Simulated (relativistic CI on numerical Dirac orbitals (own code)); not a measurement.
## Ru43+: sensitivity of the levels to the model

Base calculation: Dirac-Coulomb-Breit CI, orbitals from a KLI potential per configuration, a model potential for QED.

CI space: 1s, 2s, 2p, 3s, 3p, 3d, 4s, 4p, 4d, 4f, 5s, 5p, 5d, 5f, 5g, 6s, 6p, 6d. Levels of other configurations are missing.

Variants: (1) QED terms removed; (2) non-relativistic limit. Shifts of the energy above 1s 2S_1/2, in eV, for the lowest level and the first level of each name with at least 55 % of one term (blank where a level changes its place among those of its configuration and J or its character, or is not in the variant):

```tsv
Level	Base	Δ(1)	Δ(2)
1s 2S_1/2	0.0	0.0	0.0
2p 2P°_1/2	20224.0	+22.3	-469.2
2s 2S_1/2	20227.5	+18.9	-472.6
2p 2P°_3/2	20405.8	+21.9	-650.9
3p 2P°_1/2	24027.5	+22.3	-614.2
3s 2S_1/2	24028.5	+21.3	-615.2
3d 2D_3/2	24081.3	+22.3	-668.0
3p 2P°_3/2	24081.4	+22.2	-668.2
3d 2D_5/2	24098.4	+22.3	-685.1
4p 2P°_1/2	25351.2	+22.3	-657.4
4s 2S_1/2	25351.6	+21.9	-657.9
4d 2D_3/2	25373.8	+22.3	-680.1
4p 2P°_3/2	25373.9	+22.3	-680.2
4f 2F°_5/2	25381.0	+22.3	-687.3
4d 2D_5/2	25381.1	+22.3	-687.3
4f 2F°_7/2	25384.6	+22.3	-690.9
5p 2P°_1/2	25960.6	+22.3	-674.3
5s 2S_1/2	25960.9	+22.1	-674.5
5d 2D_3/2	25972.2	+22.3	-685.8
5p 2P°_3/2	25972.2	+22.3	-685.9
5f 2F°_5/2	25975.9	+22.3	-689.5
5d 2D_5/2	25975.9	+22.3	-689.5
```
